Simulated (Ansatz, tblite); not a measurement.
Forces on the cluster Li₂Al₄ at its r2SCAN-D4/def2-SVP geometry. Charge 0, multiplicity 1.

The xTB rows come from tblite. The restricted singlet is unstable towards broken spin symmetry in Hartree–Fock (as tested in another run); at r2SCAN-D4/def2-TZVP this wasn't settled. The structure comes from a short search, and lower isomers may exist.

GFN1-xTB (tblite), largest force 1.14 eV/Å:

```xyz
6
positions Å, forces eV/Å
Li   -0.490    2.522   -1.680    0.011   -0.421    0.536
Li   -0.519    0.060    2.016   -0.021    0.043    0.025
Al   -1.219    0.016   -0.925    0.086    0.911   -0.673
Al    1.685   -1.321    0.748   -0.085   -0.716    0.391
Al    1.194    0.888   -0.332   -0.323    0.753   -0.773
Al   -0.651   -2.165    0.172    0.331   -0.570    0.494
```

GFN2-xTB (tblite), largest force 0.55 eV/Å:

```
Li -0.006 -0.024 0.019
Li 0.194 -0.208 -0.475
Al 0.033 0.360 -0.010
Al 0.119 -0.144 0.296
Al -0.228 0.244 -0.066
Al -0.111 -0.228 0.236
```

r2SCAN-D4/def2-TZVP (Ansatz), largest force 0.13 eV/Å:

```
Li 0.008 -0.064 0.030
Li 0.044 -0.041 -0.120
Al 0.055 0.045 0.040
Al -0.051 0.028 0.008
Al -0.072 -0.017 0.016
Al 0.016 0.049 0.026
```
